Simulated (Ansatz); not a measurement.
One change: `CO[CH2][ZnH]` becomes `COCS`.

Ansatz, PBE0-D4/def2-TZVP geometries, multiplicity 1. Each molecule was computed in one conformer, which needn't be the lowest.

Scalar relativity is left out up to krypton.

```
                                        property  `CO[CH2][ZnH]`
             LUMO energy (B3LYP/def2-TZVPP) / eV           -0.73
             HOMO energy (B3LYP/def2-TZVPP) / eV           -7.06
           LUMO energy (ωB97M-V/def2-TZVPP) / eV            0.89
size of the dipole moment (B3LYP/def2-TZVPP) / D            1.37
              HOMO energy (PBE0/def2-TZVPP) / eV           -7.25
  size of the dipole moment (PBE/def2-TZVPP) / D            1.29
```

Problem. What does the change do to each property? (An estimate is asked.)

Solution. Computed: 
```tsv
property	`COCS`	shift
LUMO energy (B3LYP/def2-TZVPP) / eV	0.19	0.92
HOMO energy (B3LYP/def2-TZVPP) / eV	-6.91	0.15
LUMO energy (ωB97M-V/def2-TZVPP) / eV	2.28	1.39
size of the dipole moment (B3LYP/def2-TZVPP) / D	0.75	-0.62
HOMO energy (PBE0/def2-TZVPP) / eV	-7.15	0.10
size of the dipole moment (PBE/def2-TZVPP) / D	0.79	-0.50
```

With PBE0 the HOMO rises by 0.10 eV and the LUMO rises by 0.95 eV, so the gap widens by about 0.85 eV. PBE moves the HOMO by -0.14 eV and ωB97M-V by 0.06 eV. Dipoles are sizes alone; their direction can turn.

B3LYP here is the variant with VWN-RPA as its local correlation; programs differ in this.
